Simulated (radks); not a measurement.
Charge is removed step by step from the 3p level of Au60+, starting from [Ar] 3d1. Method: non-relativistic Kohn-Sham, r2SCAN, spin-unpolarised, spherical densities, point nucleus; meta-GGA in the generalised Kohn-Sham scheme; relativity is left out, which matters for an element this heavy; computed with a radial shooting solver on a logarithmic mesh with Libxc functionals.

removed (e),E - E(0) (eV),eigenvalue (eV),E minus straight line (eV)
0,0.000,-6416.4,0.000
0.25,1608.1,-6448.3,-11.954
0.5,3224.1,-6480.1,-15.942
0.75,4848.1,-6512.0,-11.959
1,6480.1,-6543.9,0.000

Removing the whole electron costs 6480.1 eV by Delta-SCF, against 6416.4 eV from minus the eigenvalue at the starting occupation. Slater's transition state (half an electron removed) gives 6480.1 eV. Integrating minus the eigenvalue over the occupation (Janak's theorem) gives 6480.1 eV. The mean slope of the eigenvalue, de/dn, is 128 eV per electron.
